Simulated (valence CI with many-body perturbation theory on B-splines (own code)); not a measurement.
## Tc³⁰⁺: key properties

Level of theory: valence CI with perturbative core correlation (CI+MBPT): three valence electrons over a frozen Dirac-Fock core [Ne], a basis of 9 s, 9 p, 8 d, 6 f, 3 g, 1 h functions for each j, with the one-electron correlation potential Σ1 (screened to all orders), the two-electron term Σ2, the three-electron term Σ3, Breit, model QED; selected single and double excitations, second order for the rest, scaled by the run's own slope (own B-spline code, finite nucleus).

No measured spectrum was set against this ion. As an estimate, large intervals hold to a few tenths of a per cent, small ones and those within an open d or f shell to about a per cent.

Levels are named by their leading jj configuration (3d3/2^4 stands for four electrons in 3d with j = 3/2), which in mixed levels can hold well under half, so a name can repeat and another be missing.

Rates and lifetimes use the calculated energies. Strong lines usually hold to 10 to 20 %, long lifetimes can be off by a factor of two.

(1) What is the ground level?

(2) Name the longest-lived excited levels whose lifetime is computed, and their main decay.

(3) Among levels below 249.62 eV, which E1 lines absorb most strongly from the ground level?

(4) How well does LS coupling describe the low levels?

(5) Where does the other parity begin?

(6) What is the ionisation energy?

(7) What are the static dipole polarisabilities of the lowest levels?

Results:

(1) (3s^2 3p1/2) J=1/2, composition 98 % 3s2 3p 2P°, g = 0.661.

(2) (3s 3p3/2 3d5/2) J=9/2 at 226.95 eV lives 15.2 μs, mostly by M1 to (3s 3p1/2 3d5/2) J=7/2; (3s^2 3p3/2) J=3/2 at 28.29 eV lives 9.35 μs, mostly by M1 to (3s^2 3p1/2) J=1/2.

(3) to (3s^2 3d3/2) J=3/2 at 8.781 nm, f = 0.311; to (3s 3p1/2 3p3/2) J=1/2 at 10.67 nm, f = 0.203; to (3s 3p1/2 3p3/2) J=3/2 at 11.58 nm, f = 0.0972.

(4) Among the lowest 20 levels the leading LS term, summed over configurations, holds 72 % on average. For single configurations the figures are 67 % in LS and 78 % in jj coupling. Terms mix most in the J = 3/2 level at 182.16 eV, where the leading one holds 42 %.

(5) At (3s 3p1/2^2) J=1/2, 69.69 eV.

(6) 1704.8 eV; NIST lists 1689 ± 8 eV (semi-empirical).

(7) (3s^2 3p1/2) J=1/2 0.0351; (3s^2 3p3/2) J=3/2 0.0369 (tensor 0.0036) bohr³, of which the core gives 0.000532.
